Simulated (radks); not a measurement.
Species: I5+. Configuration: [Kr] 4d10 5s2.

Method: Dirac Kohn-Sham, exchange-only PBE, spin-unpolarised, spherical densities, finite nucleus; Fermi nuclear charge, rms radius 4.75 fm; computed with a radial shooting solver on a logarithmic mesh with Libxc functionals.

Energy parts (hartree):
part                    energy
total              -7110.62257
kinetic             7539.33020
electron-nucleus  -17181.79267
Hartree             2708.97781
exchange            -177.13791

Orbitals (lengths in bohr, moments of r in powers of bohr; <r^-3> diverges for s and p1/2; r(90%) holds 90 % of the orbital's charge):
| orbital | occ. | eigenvalue (hartree) | <r> | <r^-3> | <r^4> | r(90%) | small-component weight |
|---|---|---|---|---|---|---|---|
| 1s1/2 | 2 | -1213.412 | 0.02722 | - | 2.642e-06 | 0.0490 | 3.81e-02 |
| 2s1/2 | 2 | -189.2243 | 0.1167 | - | 0.0004492 | 0.181 | 8.15e-03 |
| 2p1/2 | 2 | -177.6850 | 0.09846 | - | 0.0002868 | 0.162 | 8.18e-03 |
| 2p3/2 | 4 | -166.7042 | 0.1041 | 5231 | 0.0003442 | 0.169 | 7.76e-03 |
| 3s1/2 | 2 | -39.88208 | 0.3138 | - | 0.01933 | 0.462 | 2.41e-03 |
| 3p1/2 | 2 | -35.10952 | 0.3040 | - | 0.01843 | 0.457 | 2.36e-03 |
| 3p3/2 | 4 | -33.04292 | 0.3155 | 1006 | 0.02122 | 0.473 | 2.24e-03 |
| 3d3/2 | 4 | -24.63121 | 0.2864 | 161.0 | 0.01729 | 0.450 | 2.12e-03 |
| 3d5/2 | 6 | -24.19651 | 0.2901 | 148.9 | 0.01807 | 0.455 | 2.09e-03 |
| 4s1/2 | 2 | -8.72854 | 0.7389 | - | 0.5592 | 1.07 | 6.92e-04 |
| 4p1/2 | 2 | -7.06061 | 0.7709 | - | 0.6950 | 1.13 | 6.30e-04 |
| 4p3/2 | 4 | -6.65581 | 0.7987 | 197.4 | 0.8003 | 1.17 | 5.95e-04 |
| 4d3/2 | 4 | -3.96680 | 0.9030 | 24.34 | 1.507 | 1.37 | 4.57e-04 |
| 4d5/2 | 6 | -3.90246 | 0.9135 | 22.32 | 1.578 | 1.39 | 4.48e-04 |
| 5s1/2 | 2 | -2.49971 | 1.753 | - | 16.75 | 2.50 | 1.54e-04 |

The highest occupied level is 5s1/2 at -68.021 eV. The electron density at the nucleus is 2.491e+05 e/bohr^3. Summed over all electrons, <r^2> = 23.99 bohr^2, which gives a Langevin (diamagnetic) susceptibility term of -19 x 10^-6 cm^3/mol.
